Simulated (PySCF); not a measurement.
**Energy of Pd⁺ (palladium, charge +1) between two integer charges**

The 4d beta orbital of [Kr] 4d9 is emptied in steps (occupation f), with all orbitals relaxed, ending at [Kr] 4d8. Computed with PySCF 2.14 in x2c-TZVPall, with scalar relativity by spin-free X2C-1e. The exact energy is a straight line in f; departures are measured from the line between the end points of the same method.

| f | PBE0 (eV) | r2SCAN (eV) | LC-wPBE (eV) |
| --- | --- | --- | --- |
| 1 | 0.000 | 0.000 | 0.000 |
| 0.75 | -0.746 | -1.029 | -0.208 |
| 0.5 | -1.003 | -1.379 | -0.284 |
| 0.25 | -0.757 | -1.038 | -0.217 |
| 0 | 0.000 | 0.000 | 0.000 |

Task: For LC-wPBE, how does the orbital energy at f = 1 compare with the removal energy?

Result: −ε = 18.410 eV against a total-energy difference of 19.484 eV. By Janak's theorem ε = ∂E/∂f, so the gap between them reflects the curvature. Along the path −ε is 18.907 (f = 0.75), 19.460 (f = 0.5), 20.047 (f = 0.25) eV.

```tsv
method	E(f=0) − E(f=1) (eV)	−ε at f=1 (eV)	−ε at f=0.5 (eV)
PBE0	19.516	15.581	19.485
r2SCAN	19.346	13.896	19.324
LC-wPBE	19.484	18.410	19.460
```

Reference removal energy between the ground levels: 19.43 ± 0.12 eV (semi-empirical (NIST evaluation); NIST Atomic Spectra Database, ionization energies). The calculation has no spin-orbit coupling. The determinant left behind need not be the lowest term of the ion.
